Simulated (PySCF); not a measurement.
BH₂O₂, SMILES O[B]O, multiplicity 2. The structure is a stationary point at PBE-D3(BJ)/def2-TZVP. The isomer is the one that the SMILES or the coordinates give; other isomers of the formula were not compared. One conformer was computed; it need not be the lowest.

Computed with PySCF with PBE-D3(BJ)/def2-TZVP.

Harmonic wavenumbers (cm⁻¹): 379, 450, 546, 868, 937, 1136, 1427, 3508, 3519. Rotational constants (GHz): 100.9, 9.783, 8.918; symmetry number 2.

Task: Work out the zero-point energy and the ideal-gas rigid-rotor harmonic-oscillator thermochemistry at 298.15 K and 1 atm.

Result: ZPE = ½ Σ hcν = ½ × 12770 cm⁻¹ = 76.38 kJ/mol. H − E(el) = 88.72 kJ/mol. Entropy in J/(mol K): translation 156.17, rotation 82.64, vibration 11.45, spin 5.76, total 256.03. G − E(el) = 12.38 kJ/mol. Cp = 55.71 J/(mol K).
